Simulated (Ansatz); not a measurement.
Start from `[OH][Al]([F])[SH]` and change one atom or group to get `[NH2][Al]([OH])[F]`.

Ansatz, PBE0-D4/def2-TZVP geometries, multiplicity 1. Each molecule was computed in one conformer, which needn't be the lowest.

| property | `[OH][Al]([F])[SH]` |
| --- | --- |
| ideal-gas entropy at 298 K and 1 bar (rigid rotor, harmonic PBE0-D4/def2-TZVP) / J/(mol·K) | 323 |
| HOMO energy (PBE/def2-TZVPP) / eV | -6.79 |
| HOMO–LUMO gap (B3LYP/def2-TZVPP) / eV | 6.69 |
| HOMO–LUMO gap (ωB97M-V/def2-TZVPP) / eV | 11.08 |
| HOMO energy (PBE0/def2-TZVPP) / eV | -8.05 |
| size of the dipole moment (ωB97M-V/def2-TZVPP) / D | 1.60 |

Q: What does the change do to each property? (Estimate.)

A: The calculation gave: 
```tsv
property	`[NH2][Al]([OH])[F]`	shift
ideal-gas entropy at 298 K and 1 bar (rigid rotor, harmonic PBE0-D4/def2-TZVP) / J/(mol·K)	314	-9
HOMO energy (PBE/def2-TZVPP) / eV	-6.24	0.55
HOMO–LUMO gap (B3LYP/def2-TZVPP) / eV	6.69	0.00
HOMO–LUMO gap (ωB97M-V/def2-TZVPP) / eV	11.23	0.15
HOMO energy (PBE0/def2-TZVPP) / eV	-7.71	0.34
size of the dipole moment (ωB97M-V/def2-TZVPP) / D	3.32	1.72
```

The zero-point energy changes by 42.2 kJ/mol with +3 modes. Dipoles are sizes alone; their direction can turn.

B3LYP here is the variant with VWN-RPA as its local correlation; programs differ in this.
